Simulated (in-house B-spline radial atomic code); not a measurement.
RPA and G0W0 for the barium ion Ba⁺, [Xe] 6s1, highest spin, as one setting changes: the share of exact exchange in the PBE hybrid start. A dash marks a level of low quasi-particle weight. Computed with a B-spline radial code for spherical atoms: all electrons, scalar-relativistic (spin-free one-electron X2C), finite nucleus, each spin shell either full or empty, empty states to l = 9 with an (l + 1/2)⁻⁴ tail; G0W0 by contour deformation at full frequency.

RPA overbinds a lone outer s electron by self-correlation, and G0W0 tends to as well.

```
share of exact exchange in the PBE hybrid start  mean-field level (eV)  G0W0 level (eV)  RPA correlation (Eh)
                                              0                 -7.860    6s up -10.443               -4.3877
                                            0.1                 -8.059    6s up -10.438               -4.3432
                                            0.2                 -8.256    6s up -10.421               -4.3019
                                            0.3                 -8.452    6s up -10.400               -4.2625
                                            0.4                 -8.647    6s up -10.378               -4.2248
                                            0.5                 -8.840    6s up -10.355               -4.1884
                                            0.6                      ?                ?                     ?
                                            0.7                 -9.221    6s up -10.308               -4.1192
                                            0.8                      ?                ?                     ?
                                            0.9                 -9.595    6s up -10.263               -4.0542
                                              1                 -9.780    6s up -10.241               -4.0231
```

Task: What belongs in the row for 0.8?

Result: mean-field level (eV): -9.409; G0W0 level (eV): 6s up -10.286; RPA correlation (Eh): -4.0862.

Task: What belongs in the row for 0.6?

Result: mean-field level (eV): -9.031; G0W0 level (eV): 6s up -10.332; RPA correlation (Eh): -4.1532.
